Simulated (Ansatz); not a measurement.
Consider the substitution at a C–Si bond: `C[SiH2]C(O)F` + `O[SiH](F)[SeH]` → `C[Se][SiH](O)F` + `OC(F)[SiH3]`.

Gas-phase electronic energies from Ansatz, PBE0-D4/def2-TZVP geometries. CCSD(T)/CBS is the MP2 limit (def2-TZVPP, def2-QZVPP) plus CCSD(T) − MP2 in def2-TZVPP, frozen cores. DFT in def2-TZVPP. B3LYP here is the variant with VWN-RPA as its local correlation; programs differ in this. For Se outer-core shells are correlated without core-valence functions, which leaves a few kJ/mol of doubt a bond. Scalar relativity is left out up to krypton. Each species was taken in one conformer, which may not be the lowest.

Is it downhill or uphill in electronic energy at CCSD(T)/CBS, and by how much? (Best estimate.)

The calculation gave: Uphill: ΔE = +12.8 kcal/mol.

What do these levels give: PBE0-D4, B3LYP-D4, ωB97M-V, B3LYP, HF/def2-TZVPP, SCS-MP2/def2-TZVPP, CCSD/def2-TZVPP, HF/def2-QZVPP, MP2/def2-QZVPP, SCS-MP2/def2-QZVPP, HF/CBS(def2), MP2/CBS(def2)? (An estimate is asked.)

Computed: PBE0-D4 13.0, B3LYP-D4 12.3, ωB97M-V 13.5, B3LYP 12.6, HF/def2-TZVPP 12.6, SCS-MP2/def2-TZVPP 11.8, CCSD/def2-TZVPP 12.7, HF/def2-QZVPP 12.6, MP2/def2-QZVPP 12.6, SCS-MP2/def2-QZVPP 12.0, HF/CBS(def2) 12.6, MP2/CBS(def2) 12.8 kcal/mol.

Largest T1 diagnostic among the species: 0.012.
